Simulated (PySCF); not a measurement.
Do core-level shifts follow atomic charges?

C₆H₇Cl.
Atom-mapped SMILES: `[Cl:1][C@@H:2]1[C@@H:3]2[CH:4]=[CH:5][CH2:6][C@H:7]12`

Binding energies: delta-SCF UKS SCAN, pcX-2 on the ionised atom, pcseg-1 elsewhere, spin-free X2C (PySCF 2.14.0). Charges: PBE0/pcSseg-1 ground-state density, for the ionised atom.

```tsv
atom	environment	C 1s (eV)	Mulliken (e)	IAO (e)	Hirshfeld (e)	ESP (e)
C5	alkene CH carbon	290.19	-0.177	-0.146	-0.048	-0.113
C4	alkene CH carbon	290.31	-0.023	-0.162	-0.057	-0.367
C7	sp3 carbon at a ring junction	290.86	-0.223	-0.135	-0.040	-0.091
C3	sp3 carbon at a ring junction	290.90	-0.176	-0.145	-0.048	+0.121
C6	allylic carbon	290.92	-0.088	-0.266	-0.070	-0.132
C2	sp3 C–Cl carbon	291.93	-0.124	-0.139	-0.021	-0.250
```

**Question.** How well does each charge scheme correlate with the binding energies over these sites?

**Answer.** Hirshfeld: r = 0.64, slope 24.0 eV per e; IAO: r = 0.06, slope 0.7 eV per e; ESP: r = 0.00, slope 0.0 eV per e; Mulliken: r = -0.09, slope -0.8 eV per e. Hirshfeld charges have the highest r, on only 6 points.

**Question.** The point-charge model writes a binding energy as kq + V + constant, with V the potential of the other atoms' charges at the site. What does it give with the Mulliken charges?

**Answer.** V = Σ 14.40 eV Å × q/r over all other atoms: +1.06 eV at C5, -1.27 eV at C4, +0.91 eV at C7, +0.27 eV at C3, +0.79 eV at C6, -0.20 eV at C2. Fitting binding energy − V to q gives k = 8.6 eV per e and leaves an rms residual of 0.84 eV, against 0.56 eV for the fit on q alone. The model has no term for differences in relaxation between sites.

Geometry: PBE0-D3(BJ)/def2-SVP; no solvent, vibrations or thermal averaging.
